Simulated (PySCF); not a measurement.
Frontier orbitals and the lowest excitations

C7H4ClFO.
Atom-mapped SMILES: `[O:1]=[C:2]([Cl:3])[c:4]1[cH:5][cH:6][cH:7][c:8]([F:9])[cH:10]1` (hydrogens: H11 on C5; H12 on C6; H13 on C7; H14 on C10)

Structure used (PBE0-D3(BJ)/def2-SVP), in Å, numbered top down from 1:
```xyz
14
C7H4ClFO angstrom
O      2.9149    1.2760    0.2679
C      2.3294    0.2438    0.2988
Cl     3.2225   -1.2752    0.5910
C      0.8650    0.0837    0.1107
C      0.1311    1.2562   -0.1163
C     -1.2447    1.1838   -0.3027
C     -1.8979   -0.0474   -0.2657
C     -1.1527   -1.1995   -0.0393
F     -1.7727   -2.3747   -0.0036
C      0.2208   -1.1564    0.1505
H      0.6589    2.2106   -0.1421
H     -1.8201    2.0949   -0.4796
H     -2.9767   -0.1308   -0.4098
H      0.7763   -2.0777    0.3255
```

Computed, not measured: PySCF 2.14.0, density-fitted response routines, TDDFT PBE0/def2-SVPD, vertical, gas phase, core orbitals frozen in the response.

Frontier orbitals with the atoms that hold most of them (Löwdin shares over 4%, at most four atoms; ? is withheld):

```
orbital  ε (eV)                            atoms
 HOMO-3   -9.53     Cl3 74%, C2 9%, O1 6%, C4 5%
 HOMO-2   -8.78    O1 52%, Cl3 30%, C2 7%, C4 5%
 HOMO-1   -8.41                                ?
   HOMO   -7.92                                ?
   LUMO       ?   C2 21%, O1 18%, C7 13%, C4 11%
 LUMO+1   -0.98  C6 22%, C5 18%, C10 16%, C8 16%
 LUMO+2    0.28    Cl3 44%, C2 21%, O1 7%, C5 4%
```

**Question.** Give the leading atoms of the HOMO-1.

**Answer.** C7 (bonded to 2 C and H) 20%; C4 (bonded to 3 C) 20%; C6 (bonded to 2 C and H) 19%; C10 (bonded to 2 C and H) 16%.

**Question.** Which atoms hold the HOMO, and with what shares?

**Answer.** C5 (bonded to 2 C and H) 22%; C8 (bonded to 2 C and F) 20%; C10 (bonded to 2 C and H) 12%; F9 (bonded to C) 12%. By element: carbon 55% or more, fluorine 12%.

**Question.** What is the LUMO energy, and the HOMO–LUMO gap?

**Answer.** ε(LUMO) = -2.50 eV; the gap is 5.42 eV (0.1991 hartree).

**Question.** How does S1 compare with the orbital gap of 5.42 eV?

**Answer.** S1 is at 4.50 eV (f = 0.0000), 0.92 eV below the gap, made of HOMO-2→LUMO (94%). Its leading pair isn't HOMO and LUMO; the energies of that pair differ by 6.28 eV. Without the coupling terms of the response equations the lowest excitation would equal the gap.

**Question.** One configuration dominates each of S1, S2 and S3. Which, and how do the shares of the two leading atoms of either orbital change from the occupied to the empty one?

**Answer.** 
- S1 (4.50 eV, f 0.0000), HOMO-2→LUMO (94%): O1 52% → 18%, Cl3 30% → at most 12%, C2 7% → 21%
- S2 (4.54 eV, f 0.042), HOMO→LUMO (88%): C5 22% → at most 12%, C8 20% → at most 12%, C2 at most 12% → 21%, O1 at most 12% → 18%
- S3 (5.22 eV, f 0.238), HOMO-1→LUMO (84%): C7 20% → 13%, C4 20% → 11%, C2 at most 17% → 21%, O1 at most 17% → 18%

Löwdin shares depend on the basis, the more so with diffuse functions.

The run took 55 s (grids of density and orbitals included) on an Arm Neoverse V2 with one thread, no GPU (shared host), and the process peaked at 1.0 GiB of memory.

One conformer stands for the species.
